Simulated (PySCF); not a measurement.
C₃H₅NO₂, SMILES C1=NCOCO1.

Geometry: ωB97X-D3(BJ)/def2-SVP. One conformer was computed; it need not be the lowest.

Two levels are set side by side: TDDFT-PBE/def2-SVPD (PySCF) and TDDFT-M06-2X/def2-SVPD (PySCF). Vertical, same geometry. The lowest singlet is HOMO→LUMO 89 % with PBE and HOMO→LUMO+1 29 %, HOMO−1→LUMO+1 25 %, HOMO→LUMO 18 %, HOMO−1→LUMO 15 % with the other functional; states are paired by order. Differences are taken from unrounded values.

```json
[
 {"quantity": "lowest singlet excitation (eV)", "TDDFT-M06-2X": "5.92"},
 {"quantity": "lowest triplet excitation (TDA) (eV)", "TDDFT-M06-2X": "5.09"}
]
```

### Question
What does TDDFT-PBE give, and how far is it from TDDFT-M06-2X? (An estimate is asked for; the answer gives what the named calculation found.)

### Answer

| quantity | TDDFT-PBE | TDDFT-PBE minus TDDFT-M06-2X |
|---|---|---|
| lowest singlet excitation (eV) | 5.46 | -0.45 |
| lowest triplet excitation (TDA) (eV) | 4.70 | -0.39 |

Functionals without exact exchange tend to place singlet excitations lower, as here. Differences between two approximate levels are no errors against the true value.

Rough cost on one machine, each run with all the roots and properties that it gave: TDDFT-M06-2X against TDDFT-PBE about 20 times.
